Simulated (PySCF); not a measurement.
## Computed properties of C4H6ClF, SMILES F/C=C/CCCl

C4H6ClF, SMILES C(=C\F)/CCCl. The structure is a stationary point at r2SCAN-D4/def2-SVP. The structure was generated by enumeration; whether it is a known compound was not checked. One conformer was computed; it need not be the lowest. All values are computed for the isolated molecule unless a solvent is named; none is compared with measurement here.

**Structure.** All 30 harmonic modes at r2SCAN-D4/def2-SVP (PySCF) are real, so it is a minimum. With heavy atoms numbered as in [F:1]/[CH:2]=[CH:3]/[CH2:4][CH2:5][Cl:6], the shortest bond between them is C2–C3 at 1.334 Å and the longest C5–Cl6 at 1.809 Å.

**Vibrations.** The strongest infrared lines (harmonic, unscaled, degenerate partners summed) lie at 1184 cm⁻¹ (156 km/mol, C 48 %, F 27 %, H 25 %), 1753 cm⁻¹ (57 km/mol, C 90 %, H 9 %), 945 cm⁻¹ (46 km/mol, H 91 %, C 9 %). The softest mode is at 115 cm⁻¹ and the zero-point energy is 58.0 kcal/mol.

**Electronic structure.** HF/def2-TZVP (PySCF) places the frontier levels at -10.00 and 3.55 eV, a gap of 13.55 eV, and gives a dipole moment of 2.88 D and a mean polarisability of 57.5 bohr³. PBE/def2-TZVP (PySCF) at the same geometry gives -6.06 and -0.74 eV, so its gap is 8.23 eV narrower. An orbital gap is neither the optical nor the fundamental gap.

**Excitations.** TDA-PBE0/def2-SVPD (PySCF) has S1 at 6.58 eV (188 nm, f = 0.006, weak); the most intense of the 10 singlets computed lies at 7.99 eV (f = 0.16). T1 (TDA) is at 4.28 eV, 2.30 eV under S1. TDA-PBE/def2-SVPD (PySCF) puts S1 at 5.50 eV. No vertical singlet excitation falls in the visible range (under 3.1 eV).

**NMR.** GIAO shifts at B3LYP/pcSseg-1 (PySCF) (non-relativistic, atoms alike by connectivity averaged): ¹³C from 35.3 to 164.8 ppm against TMS; ¹H from 2.7 to 7.3 ppm against TMS; ¹⁹F at -128.6 ppm against CFCl3. Without spin–orbit terms, shifts of atoms bonded to Cl or Br come out too high.

**Solvation.** SMD-B3LYP/6-31G* (PySCF) gives -1.5 kcal/mol in water, -5.6 kcal/mol in chlorobenzene, -4.6 kcal/mol in dimethylsulfoxide (1 M in both phases, gas-phase geometry); of these solvents chlorobenzene holds the molecule best.
